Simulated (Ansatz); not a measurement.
Total energies of VH₄ from Ansatz at CCSD(T)/def2-TZVPD, gas phase (1 Eh = 27.2114 eV = 2625.5 kJ/mol). The reference geometry is relaxed at PBE0-D4/def2-TZVP.

Cartesian coordinates in Å:
```
V 0.0000 0.0000 0.0000
H -0.8219 -0.0716 1.4102
H 1.3147 -0.9184 0.3120
H 0.3755 1.5262 -0.4463
H -0.8683 -0.5362 -1.2759
```

```json
{"state": "charge 0 doublet", "geometry": "reference", "energy (Eh)": "-945.50551"}
{"state": "charge -1 triplet", "geometry": "reference", "energy (Eh)": "-945.58512"}
{"state": "free V atom (quartet)", "geometry": "–", "energy (Eh)": "-943.17875"}
{"state": "free H atom (doublet)", "geometry": "–", "energy (Eh)": "-0.49981"}
```

Correlated methods freeze 5 core orbitals; core or outer-core shells of V are correlated, in sets that lack core-valence functions.

Work out the vertical electron affinity, to the triplet.

E(charge 0 doublet) − E(charge -1 triplet) = -945.50551 − (-945.58512) = 0.07961 Eh = 2.17 eV.

What is the binding energy per atom against free atoms?

Atoms: 1 × (-943.17875) + 4 × (-0.49981) = -945.17799 Eh. Binding: -945.17799 − (-945.50551) = 0.32752 Eh = 8.91 eV, or 1.78 eV for each of 5 atoms (no zero-point energy, no counterpoise term).

At CCSD(T)/def2-TZVPD T1 of the charge 0 doublet is large (up to 0.056), so the single-reference result is doubtful. At CCSD(T)/def2-TZVPD the charge 0 doublet is spin-contaminated (final ⟨S²⟩ up to 1.18, 0.75 for a pure state).
